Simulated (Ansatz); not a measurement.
The cluster Mg2Al4O8, relaxed as a singlet with RKS PBE-D4/def2-SVP in Ansatz, starting from the GFN2-xTB geometry. Force threshold 0.03 eV/Å.

The structure comes from a short search, and lower isomers may exist.

Start:

Cartesian coordinates in Å:
```
Mg 0.720 1.287 -1.679
Mg -0.036 0.975 1.283
Al 2.312 0.329 0.138
Al 0.303 -1.525 -0.559
Al -1.820 -1.056 1.181
Al -1.615 0.427 -0.907
O -2.811 -0.371 -0.076
O -0.788 -2.224 0.498
O 1.919 -1.289 -0.293
O 2.422 1.315 -1.228
O -1.228 0.041 2.260
O 1.719 0.865 1.587
O -0.676 1.747 -0.430
O -0.420 -0.520 -1.776
```

Q: Estimate the energy that the relaxation releases and the steps that it takes.

A: 208.5 kJ/mol, in 21 steps; 79 s on 6 threads of Intel Xeon on a shared host. No frequencies were taken in this run, so the end may be a saddle point.

Q: Does the start keep its bonding and symmetry?

A: Bonds formed: Mg1–O12, Al4–O12 (atoms count from 1). Metal–metal contacts that move far: Mg2–Al3 2.69 to 3.77 Å.

Q: Predict the relaxed structure.

A: 
```xyz
14

Mg    0.8300    1.5001   -1.2036
Mg   -0.3812    1.2655    1.5146
Al    2.6801   -0.0012   -0.2841
Al    0.5546   -1.3366   -0.2141
Al   -1.9329   -1.0718    1.2303
Al   -1.6638    0.4535   -0.9346
O    -2.8800   -0.4690   -0.1510
O    -0.6804   -2.1562    0.6985
O     2.2765   -1.6709   -0.5343
O     2.7737    1.3734   -1.2902
O    -1.5916    0.1201    2.4103
O     1.1598    0.3459    0.6896
O    -0.9370    1.9545   -0.3437
O    -0.2079   -0.3073   -1.5878
```
Bond lengths (bridged metal pairs left out): 13 × Al–O 1.71 to 2.00 Å; 7 × Mg–O 1.89 to 2.24 Å.
